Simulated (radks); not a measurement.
All-electron atom: Ca in [Ar] 4s1 4p1 (not the ground configuration). All-electron calculation, scalar-relativistic Kohn-Sham, BLYP, spin-polarised, spherical densities, finite nucleus; open shells are filled with parallel spins first; Fermi nuclear charge, rms radius 3.4776 fm. Program: a radial shooting solver on a logarithmic mesh with Libxc functionals.

Normalised radial functions P(r) = r R(r), r in bohr:

| r | 3s up | 3p down |
|---|---|---|
| 0.006666 | 0.1086 | 0.0038 |
| 0.008821 | 0.1370 | 0.0064 |
| 0.01167 | 0.1701 | 0.0107 |
| 0.01544 | 0.2069 | 0.0180 |
| 0.02043 | 0.2443 | 0.0298 |
| 0.02703 | 0.2768 | 0.0486 |
| 0.03577 | 0.2950 | 0.0777 |
| 0.04733 | 0.2854 | 0.1211 |
| 0.06262 | 0.2316 | 0.1821 |
| 0.08285 | 0.1191 | 0.2614 |
| 0.1096 | -0.0554 | 0.3525 |
| 0.1451 | -0.2689 | 0.4365 |
| 0.1919 | -0.4605 | 0.4780 |
| 0.2539 | -0.5343 | 0.4285 |
| 0.336 | -0.3965 | 0.2452 |
| 0.4446 | -0.0226 | -0.0763 |
| 0.5882 | 0.4822 | -0.4711 |
| 0.7783 | 0.9022 | -0.8094 |
| 1.022 | 1.0333 | -0.9514 |
| 1.352 | 0.8471 | -0.8517 |
| 1.788 | 0.5042 | -0.5866 |
| 2.366 | 0.2129 | -0.3067 |
| 3.131 | 0.0605 | -0.1164 |
| 4.143 | 0.0105 | -0.0293 |
| 5.481 | 0.0010 | -0.0044 |
| 7.252 | 0.0000 | -0.0003 |
| 9.596 | 0.0000 | 0.0000 |
| 12.7 | 0.0000 | 0.0000 |
| 16.8 | 0.0000 | 0.0000 |

3s up: eigenvalue -47.999 eV, 2 radial nodes at r = 0.101, 0.451 bohr, <r> = 1.16 bohr, 90 % of the charge inside 1.73 bohr. 3p down: eigenvalue -28.840 eV, 1 radial node at r = 0.419 bohr, <r> = 1.27 bohr, 90 % of the charge inside 1.96 bohr.
